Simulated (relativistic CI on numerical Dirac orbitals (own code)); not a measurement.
**Pd³⁺: resonant inelastic scattering at the L2,3 edge**

Computed with this model: Dirac-Coulomb-Breit CI, separate exchange-only KLI orbitals for each configuration, model QED (radiative potential, 1s self-energy scaled to tabulated hydrogen-like ionisation energies), Kramers-Heisenberg scattering through one core-hole configuration in a parametric crystal field, unscaled Slater integrals; configurations [Kr] 4d7 → [He] 2s2 2p5 3s2 3p6 3d10 4s2 4p6 4d8; 300 K; core-hole width 2.4 eV; summed over polarisations. Incident energies are the highest absorption maxima for each field (at most a few, so the weaker spin-orbit partner edge can be absent), on the computed scale of the free ion. Intensities are in per cent of the strongest line above 0.02 eV; levels within 1 cm⁻¹ are merged; final levels count from the ground level, the first row holds all elastic scattering, lines under 0.4 are left out and each table stops after 24 rows. The scale of the Slater integrals is a model choice and moves the terms in proportion.

Field parameters in Wybourne normalisation: Oh B⁴₀ = 21Dq, B⁴₄ = √(5/14) B⁴₀; Td as Oh with Dq negative (B⁴₀ = 21Dq, B⁴₄ = √(5/14) B⁴₀). The field is a parameter set, without covalency.

S is read from ⟨S²⟩ = S(S + 1).

Oh, 10Dq = 19850 cm⁻¹:

```tsv
Final level (eV)	Degeneracy	Irrep	S	3178.2 eV	3336.1 eV
0.000	4	Γ8	1.00	407.1	22.2
0.046	2	Γ6	1.50	14.6	0.3
0.197	4	Γ8	1.44	38.5	3.3
0.417	2	Γ7	1.50	9.1	1.4
0.573	4	Γ8	1.22	20.5	7.0
2.143	4	Γ8	0.88	100.0	3.6
2.351	2	Γ6	1.07	23.5	3.5
2.354	4	Γ8	0.88	64.5	12.8
2.391	2	Γ7	0.97	17.7	10.9
2.525	4	Γ8	1.34	18.4	6.7
2.607	2	Γ6	1.09	10.7	5.7
2.765	2	Γ7	1.18	3.5	6.3
2.770	4	Γ8	1.14	19.3	3.5
3.060	4	Γ8	0.63	26.3	12.9
3.230	2	Γ6	0.55	12.0	10.8
4.024	2	Γ7	1.41	8.7	1.2
4.057	4	Γ8	1.46	8.3	5.8
4.258	4	Γ8	1.40	6.5	3.6
4.288	2	Γ6	1.37	3.9	1.0
4.477	2	Γ7	0.65	1.3	2.2
4.494	4	Γ8	0.72	3.1	9.1
4.571	2	Γ6	0.68	3.6	2.4
4.963	4	Γ8	0.76	4.0	7.0
4.989	4	Γ8	1.23	5.3	5.0
```

Td, 10Dq = -5150 cm⁻¹:

| Final level (eV) | Degeneracy | Irrep | S | 3177.6 eV | 3335 eV |
| --- | --- | --- | --- | --- | --- |
| 0.000 | 4 | Γ8 | 1.49 | 845.3 | 54.0 |
| 0.547 | 4 | Γ8 | 1.48 | 100.0 | 13.2 |
| 0.638 | 2 | Γ6 | 1.48 | 37.1 | 6.4 |
| 0.776 | 4 | Γ8 | 1.49 | 69.0 | 32.7 |
| 0.809 | 2 | Γ7 | 1.50 | 21.7 | 15.4 |
| 0.988 | 2 | Γ6 | 1.48 | 35.0 | 2.7 |
| 1.182 | 4 | Γ8 | 1.49 | 52.8 | 7.6 |
| 1.347 | 2 | Γ7 | 1.48 | 30.4 | 3.9 |
| 1.420 | 4 | Γ8 | 1.48 | 23.1 | 17.5 |
| 2.274 | 4 | Γ8 | 0.55 | 25.8 | 37.5 |
| 2.300 | 2 | Γ6 | 0.55 | 7.2 | 9.4 |
| 2.459 | 4 | Γ8 | 0.79 | 2.7 | 3.7 |
| 2.645 | 4 | Γ8 | 1.38 | 32.6 | 20.8 |
| 2.664 | 2 | Γ7 | 1.46 | 24.9 | 4.4 |
| 2.724 | 4 | Γ8 | 1.11 | 25.3 | 10.5 |
| 2.769 | 4 | Γ8 | 0.71 | 29.5 | 31.2 |
| 2.805 | 2 | Γ6 | 0.96 | 3.3 | 0.4 |
| 2.895 | 2 | Γ6 | 1.09 | 4.4 | 0.7 |
| 2.958 | 2 | Γ7 | 0.57 | 4.0 | 10.8 |
| 3.129 | 2 | Γ7 | 0.52 | 14.2 | 18.7 |
| 3.181 | 4 | Γ8 | 0.64 | 17.5 | 20.4 |
| 3.290 | 4 | Γ8 | 0.57 | 9.7 | 8.8 |
| 3.425 | 2 | Γ6 | 0.58 | 2.8 | 4.0 |
| 3.497 | 4 | Γ8 | 0.58 | 5.5 | 7.2 |

For the first field the strongest loss at the lowest incident energy is the level at 2.14 eV (S = 0.88, against 1.04 in the thermal ground state).
